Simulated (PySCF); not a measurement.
PySCF input file for Ge(F)2 cation (F2Ge), SMILES [F][Ge][F] (connectivity only; charge and spin as stated), charge +1, multiplicity 2, TDA-M06-2X/def2-SVPD. Coordinates come from a B3LYP-D3(BJ)/def2-TZVP optimisation. The multiplicity is an assumed one; other spin states were not compared. The isomer is the one that the SMILES or the coordinates give; other isomers of the formula were not compared.

```python
import numpy as np
from pyscf import gto, scf, dft, tdscf

mol = gto.M(
    atom='''
    Ge    0.00000000    0.00000000    0.31739810
    F     0.00000000   -1.44437087   -0.56426329
    F     0.00000000    1.44437086   -0.56426329
    ''',
    basis='def2-SVPD',
    charge=1,
    spin=1,
    max_memory=1600,
    verbose=4,
)
mf = dft.UKS(mol, xc='m06-2x').density_fit(auxbasis='def2-universal-jkfit')
mf.grids.level = 4
mf.conv_tol = 1e-9
mf.max_cycle = 100
mf.kernel()
fine, coarse = mf.grids, dft.Grids(mol).set(level=1).build(with_non0tab=True)
for _ in range(3):  # follow internal instabilities
    mf.grids = coarse
    mo, _, stable, _ = mf.stability(return_status=True, nroots=4)
    mf.grids = fine
    if stable:
        break
    mf.kernel(mf.make_rdm1(mo, mf.mo_occ))
mf.grids = dft.Grids(mol).set(level=2).build(with_non0tab=True)  # coarser grid for the response kernel
td = tdscf.TDA(mf)
td.nstates = 10
td.conv_tol = 1e-4
td.kernel(x0=td.get_init_guess(mf, 15))
td.analyze()
```

Log of the run:

```
PySCF version 2.14.0

[INPUT] verbose = 4
[INPUT] num. atoms = 3
[INPUT] num. electrons = 49
[INPUT] charge = 1
[INPUT] spin (= nelec alpha-beta = 2S) = 1
[INPUT] symmetry False subgroup None
[INPUT] Mole.unit = angstrom
[INPUT] Symbol           X                Y                Z      unit          X                Y                Z       unit  Magmom
[INPUT]  1 Ge     0.000000000000   0.000000000000   0.317398100000 AA    0.000000000000   0.000000000000   0.599795481457 Bohr   0.0
[INPUT]  2 F      0.000000000000  -1.444370870000  -0.564263290000 AA    0.000000000000  -2.729465366600  -1.066303080246 Bohr   0.0
[INPUT]  3 F      0.000000000000   1.444370860000  -0.564263290000 AA    0.000000000000   2.729465347703  -1.066303080246 Bohr   0.0

nuclear repulsion = 194.962428011558
number of shells = 32
number of NR pGTOs = 146
number of NR cGTOs = 84
basis = def2-SVPD
ecp = {}


[settings echo left out]
init E= -2275.64093744956
  alpha nocc = 25  HOMO = -0.291343587784661  LUMO = -0.0730731128341686
  beta  nocc = 24  HOMO = -0.57462270651982  LUMO = -0.291343587784662

WARN: HOMO -0.291343587784661 >= LUMO -0.291343587784662

cycle= 1 E= -2275.75795138135  delta_E= -0.117  |g|= 0.503  |ddm|= 1.82
  alpha nocc = 25  HOMO = -0.676817367975989  LUMO = -0.415343907810737
  beta  nocc = 24  HOMO = -0.695926537779042  LUMO = -0.55415430070582
  HOMO = -0.676817367976  LUMO = -0.554154300706  gap/eV = 3.33783
cycle= 2 E= -2275.66378470848  delta_E= 0.0942  |g|= 0.793  |ddm|= 1.36
  alpha nocc = 25  HOMO = -0.706410745418327  LUMO = -0.364716790340471
  beta  nocc = 24  HOMO = -0.812044078910171  LUMO = -0.519301419284281
  HOMO = -0.706410745418  LUMO = -0.519301419284  gap/eV = 5.09150
cycle= 3 E= -2275.88494988603  delta_E= -0.221  |g|= 0.0569  |ddm|= 0.612
  alpha nocc = 25  HOMO = -0.68743585529737  LUMO = -0.338990234097114
  beta  nocc = 24  HOMO = -0.791996400256815  LUMO = -0.481651328738936
  HOMO = -0.687435855297  LUMO = -0.481651328739  gap/eV = 5.59968
cycle= 4 E= -2275.88624385338  delta_E= -0.00129  |g|= 0.0203  |ddm|= 0.0845
  alpha nocc = 25  HOMO = -0.68828547706019  LUMO = -0.336663059593707
  beta  nocc = 24  HOMO = -0.793701373608467  LUMO = -0.477861416606292
  HOMO = -0.68828547706  LUMO = -0.477861416606  gap/eV = 5.72593
cycle= 5 E= -2275.88640174509  delta_E= -0.000158  |g|= 0.00736  |ddm|= 0.0423
  alpha nocc = 25  HOMO = -0.688838782163526  LUMO = -0.33734197200318
  beta  nocc = 24  HOMO = -0.793111896049098  LUMO = -0.478796925666083
  HOMO = -0.688838782164  LUMO = -0.478796925666  gap/eV = 5.71553
cycle= 6 E= -2275.88642502621  delta_E= -2.33e-05  |g|= 0.00132  |ddm|= 0.0141
  alpha nocc = 25  HOMO = -0.689195474831523  LUMO = -0.337734456908201
  beta  nocc = 24  HOMO = -0.793126021511858  LUMO = -0.479393005347597
  HOMO = -0.689195474832  LUMO = -0.479393005348  gap/eV = 5.70902
cycle= 7 E= -2275.88642648286  delta_E= -1.46e-06  |g|= 0.000306  |ddm|= 0.00407
  alpha nocc = 25  HOMO = -0.689198860282913  LUMO = -0.337636560897213
  beta  nocc = 24  HOMO = -0.79316032866055  LUMO = -0.479179478904247
  HOMO = -0.689198860283  LUMO = -0.479179478904  gap/eV = 5.71492
cycle= 8 E= -2275.88642658554  delta_E= -1.03e-07  |g|= 8.42e-05  |ddm|= 0.000583
  alpha nocc = 25  HOMO = -0.689202811824533  LUMO = -0.337645054159406
  beta  nocc = 24  HOMO = -0.793154061090506  LUMO = -0.47924240572012
  HOMO = -0.689202811825  LUMO = -0.47924240572  gap/eV = 5.71331
cycle= 9 E= -2275.88642659901  delta_E= -1.35e-08  |g|= 2.68e-05  |ddm|= 0.000239
  alpha nocc = 25  HOMO = -0.689200700616549  LUMO = -0.337636980172476
  beta  nocc = 24  HOMO = -0.793152047679311  LUMO = -0.479224384883831
  HOMO = -0.689200700617  LUMO = -0.479224384884  gap/eV = 5.71375
cycle= 10 E= -2275.88642660035  delta_E= -1.34e-09  |g|= 6.57e-06  |ddm|= 9.87e-05
  alpha nocc = 25  HOMO = -0.689201274093012  LUMO = -0.337636082581727
  beta  nocc = 24  HOMO = -0.793150990402204  LUMO = -0.479224257012863
  HOMO = -0.689201274093  LUMO = -0.479224257013  gap/eV = 5.71377
cycle= 11 E= -2275.88642660043  delta_E= -7.59e-11  |g|= 1.96e-06  |ddm|= 2e-05
  alpha nocc = 25  HOMO = -0.689201188356492  LUMO = -0.337635941769205
  beta  nocc = 24  HOMO = -0.793150699770573  LUMO = -0.479223468276271
  HOMO = -0.689201188356  LUMO = -0.479223468276  gap/eV = 5.71378
Extra cycle  E= -2275.88642660042  delta_E= 1.36e-12  |g|= 1.26e-06  |ddm|= 4.74e-06
converged SCF energy = -2275.88642660042  <S^2> = 0.7564098  2S+1 = 2.0063996
tot grids = 18016
uhf_internal: lowest eigs of H = [0.2904391  0.2939043  0.32453514 0.35819406]
<class 'pyscf.df.df_jk.DFUKS'> wavefunction is stable in the internal stability analysis
tot grids = 36248


******** <class 'pyscf.tdscf.uks.TDA'> for <class 'pyscf.df.df_jk.DFUKS'> ********
nstates = 10
deg_eia_thresh = 1.000e-03
wfnsym = None
conv_tol = 0.0001
eigh lindep = 1e-12
eigh level_shift = 0
eigh max_cycle = 100


Excitation energies (eV)
[3.95362133 4.03191142 4.58780236 4.81311983 5.29161859 5.63765504
 7.77867864 8.08415026 8.1828161  8.34316639]

** Excitation energies and oscillator strengths **
Excited State   1:      3.95362 eV    313.60 nm  f=0.0000
      20b ->   25b     -0.10982
      24b ->   25b      0.97330
      24b ->   27b     -0.12387
Excited State   2:      4.03191 eV    307.51 nm  f=0.0000
      21b ->   28b      0.11381
      23b ->   25b     -0.97981
      23b ->   27b      0.11674
Excited State   3:      4.58780 eV    270.25 nm  f=0.0002
      25a ->   26a      0.34597
      21b ->   25b      0.91580
      21b ->   27b     -0.10485
      23b ->   28b     -0.12316
Excited State   4:      4.81312 eV    257.60 nm  f=0.0125
      19b ->   25b      0.18355
      22b ->   25b      0.95007
      22b ->   27b     -0.14493
      24b ->   28b     -0.12348
Excited State   5:      5.29162 eV    234.30 nm  f=0.0731
      25a ->   26a     -0.92315
      19b ->   26b      0.10530
      21b ->   25b      0.33992
Excited State   6:      5.63766 eV    219.92 nm  f=0.0428
      23a ->   26a      0.19449
      20b ->   25b     -0.94511
      23b ->   26b      0.11669
Excited State   7:      7.77868 eV    159.39 nm  f=0.0066
      22a ->   26a     -0.33105
      25a ->   27a     -0.38588
      19b ->   25b     -0.81521
      20b ->   28b     -0.11095
Excited State   8:      8.08415 eV    153.37 nm  f=0.0004
      23a ->   26a     -0.70179
      23b ->   26b      0.69092
Excited State   9:      8.18282 eV    151.52 nm  f=0.0000
      24a ->   26a      0.84006
      24b ->   26b      0.52569
Excited State  10:      8.34317 eV    148.61 nm  f=0.0000
      24a ->   26a      0.52923
      24b ->   26b     -0.83896

** Transition electric dipole moments (AU) **
state          X           Y           Z        Dip. S.      Osc.
  1         0.0000     -0.0011     -0.0000      0.0000      0.0000
  2         0.0000      0.0000      0.0000      0.0000      0.0000
  3         0.0458     -0.0000     -0.0000      0.0021      0.0002
  4        -0.0000     -0.0000     -0.3257      0.1061      0.0125
  5        -0.7510      0.0000      0.0000      0.5639      0.0731
  6         0.0000      0.5570      0.0000      0.3102      0.0428
  7         0.0000      0.0000     -0.1865      0.0348      0.0066
  8         0.0000      0.0474      0.0000      0.0023      0.0004
  9        -0.0000     -0.0000     -0.0000      0.0000      0.0000
 10         0.0000      0.0000      0.0000      0.0000      0.0000

** Transition velocity dipole moments (imaginary part, AU) **
state          X           Y           Z        Dip. S.      Osc.
  1         0.0000      0.0287     -0.0000      0.0008      0.0038
  2         0.0000      0.0000     -0.0000      0.0000      0.0000
  3        -0.0110     -0.0000     -0.0000      0.0001      0.0005
  4         0.0000     -0.0000     -0.0176      0.0003      0.0012
  5        -0.0478      0.0000      0.0000      0.0023      0.0078
  6         0.0000      0.0493      0.0000      0.0024      0.0078
  7         0.0000      0.0000      0.0154      0.0002      0.0006
  8         0.0000      0.0039     -0.0000      0.0000      0.0000
  9         0.0000     -0.0000     -0.0000      0.0000      0.0000
 10         0.0000     -0.0000      0.0000      0.0000      0.0000

** Transition magnetic dipole moments (imaginary part, AU) **
state          X           Y           Z
  1         0.2029     -0.0000     -0.0000
  2         0.0000      0.0000     -0.0002
  3         0.0000     -0.1604     -0.0000
  4        -0.0000      0.0000      0.0000
  5         0.0000      0.8179     -0.0000
  6         0.3988     -0.0000      0.0000
  7         0.0000      0.0000      0.0000
  8         0.0343      0.0000      0.0000
  9         0.0000     -0.0000      0.1074
 10        -0.0000     -0.0000      0.2493
```

The calculation finished and met its thresholds.
